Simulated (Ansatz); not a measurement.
`CC(Br)BS` + `O[SiH2]F` → `F[SiH2]OBS` + `CCBr`  (ligand exchange at a B–C bond)

Computed with Ansatz on PBE0-D4/def2-TZVP structures; ΔE is electronic, products minus reactants. CBS: MP2 limit from def2 TZ/QZ plus the TZ coupled-cluster correction, frozen cores. Functionals use def2-TZVPP. For Br outer-core shells are correlated without core-valence functions, which leaves a few kJ/mol of doubt a bond. Scalar relativity is left out up to krypton. One conformer a species, not always the lowest.

```csv
level,ΔE (eV)
PBE0-D4,-1.11
HF/def2-TZVPP,-1.43
```

**Question.** What does CCSD(T)/CBS give? (An estimate is asked.)

**Answer.** The calculation gave: -1.11 eV. The listed levels differ from it by 0.00, -0.32 eV.

Largest T1 diagnostic among the species: 0.013.

In def2-TZVPP, CCSD(T) changes the Hartree–Fock value by +0.32 eV (the triples alone add +0.05 eV) and MP2 by +0.36 eV. The D4 term adds +0.06 eV with B3LYP and +0.03 eV with PBE0; it sums over pairs of atoms, weighted by their polarisabilities, and B3LYP, whose exchange is more repulsive, gets the larger term.

B3LYP here is the variant with VWN-RPA as its local correlation; programs differ in this.
